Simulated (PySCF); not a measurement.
# How methods differ on the excitation energy of Si

Si [Ne] 3s2 3p2 (3P) → Si [Ne] 3s1 3p2 4s1 (5P), as a difference of total energies. Calculation: PySCF 2.14, in aug-cc-pwCVDZ; the non-relativistic Hamiltonian (point nucleus). Correlated levels: valence: [Ne] frozen; valence and next inner shell: 1s2 frozen; nothing frozen. The calculations carry no spin-orbit coupling.

```
                                method  excitation energy (eV)
                                   UHF                   8.651
                                   LDA                  10.180
                                   PBE                  10.106
                                  PBE0                  10.040
                                r2SCAN                   9.814
                                  TPSS                  10.186
                                B2PLYP                  10.241
                                 HSE06                  10.023
                                PBEsol                  10.002
                         MP2 (valence)                   9.575
                     SCS-MP2 (valence)                   9.882
    MP2 (valence and next inner shell)                   9.736
SCS-MP2 (valence and next inner shell)                  10.005
                   MP2 (all electrons)                   9.735
               SCS-MP2 (all electrons)                  10.005
```

Question: How much does correlation contribute at MP2 (all electrons)?

Answer: 9.735 − (8.651) = 1.084 eV, measured against UHF.

The upper state lies above the first ionisation limit, but in LS coupling its spin forbids autoionisation to the ground ion. A Rydberg-like electron needs more diffuse functions than a valence basis has.

The promoted electron is Rydberg-like, and one or two diffuse shells describe it only roughly, which tends to raise the upper state.
